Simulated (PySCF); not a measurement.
**Fe: excitation energy**

Fe [Ar] 3d6 4s2 (5D) → Fe [Ar] 3d6 4s1 5s1 (7D), as a difference of total energies. All numbers are calculated (PySCF 2.14, the spin-free X2C one-electron Hamiltonian (Gaussian nucleus), in aug-cc-pwCVTZ-DK (10s9p7d4f3g, 127 functions)). Correlated levels: valence: [Ar] frozen; valence and next inner shell: [Ne] frozen; nothing frozen. The calculations carry no spin-orbit coupling.

```csv
method,excitation energy (cm⁻¹)
UHF,32332
LDA,43419
PBE,40883
PBE0,39677
wB97M-V,43927
B97-3,44330
BP86,41996
MP2 (valence),40508
SCS-MP2 (valence),42503
MP2 (valence and next inner shell),41170
SCS-MP2 (valence and next inner shell),42440
MP2 (all electrons),41174
SCS-MP2 (all electrons),42440
```

The promoted electron is Rydberg-like, and one or two diffuse shells describe it only roughly, which tends to raise the upper state.
